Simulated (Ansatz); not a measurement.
CH3AlF2Si (`F[C@@H]1[AlH][Si@@H]1F`). The species carries charge 0 and has multiplicity 1.

Cartesian coordinates in Å:
```
F 0.659 0.384 2.078
C 0.421 0.325 0.734
Al -0.453 1.260 -0.735
Si -0.168 -1.077 -0.379
F -1.559 -1.752 0.070
H 1.397 0.437 0.166
H -1.020 2.651 -1.237
H 0.722 -2.228 -0.698
```

(1) What are the harmonic wavenumbers in cm⁻¹ at PBE0-D4/def2-TZVP (Ansatz, finite differences of forces, unscaled)? (An estimate is asked.)

(2) Is this a minimum?

(3) Give the ideal-gas thermochemistry at 298.15 K and 1 bar (rigid rotor, harmonic oscillator; point group C1, symmetry number 1).

(4) And at 400, 500, 600, 800 and 1000 K?

Answers

(1) Computed: 141, 155, 243, 318, 371, 442, 463, 520, 659, 678, 746, 842, 879, 1149, 1250, 1928, 2190, 2713.

(2) Yes, all 18 modes are real.

(3) Zero-point energy 93.8 kJ/mol; H(298) − E = 113.6 kJ/mol; entropy 336.8 J/(mol·K), of which translation 167.3, rotation 114.6, vibration 54.9; G(298) − E = 13.2 kJ/mol.

(4) 
| T (K) | H − E (kJ/mol) | S (J/mol/K) | G − E (kJ/mol) |
| --- | --- | --- | --- |
| 400 | 125.0 | 369.6 | -22.8 |
| 500 | 137.6 | 397.6 | -61.2 |
| 600 | 151.2 | 422.3 | -102.2 |
| 800 | 180.5 | 464.3 | -191.0 |
| 1000 | 211.7 | 499.2 | -287.4 |
